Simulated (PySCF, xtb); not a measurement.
Ge(H)(vinyl)(NH2)2 (C2H8GeN2), SMILES [NH2][GeH]([CH]=C)[NH2].

GFN2-xTB in xtb at its own geometry gives an orbital gap of 4.13 eV and a dipole moment of 2.38 D.

Geometry: B3LYP-D3(BJ)/def2-SVP. Other conformers were not sampled.

**Question.** What does M06-2X/def2-TZVP (PySCF) give? (Estimate from the structure and the level; the computed values follow.)

**Answer.** gap 8.95 eV (levels -8.47 and 0.48 eV), dipole 1.99 D.
